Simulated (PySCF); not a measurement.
A structure optimised at PBE0-D3(BJ)/def2-TZVP, used in a PySCF frequency run:

```
C
F 1 1.3147
F 1 1.3147 2 110.53
Cl 1 1.7195 2 114.12 3 130.22
```
Charge 0, spin multiplicity 2.

Task: Write its SMILES, formula and point group.

Result: F[C](F)Cl, CClF₂, Cs

Task: What are its rotational constants (standard atomic weights)?

Result: 11.019, 4.9406, 3.4822 GHz
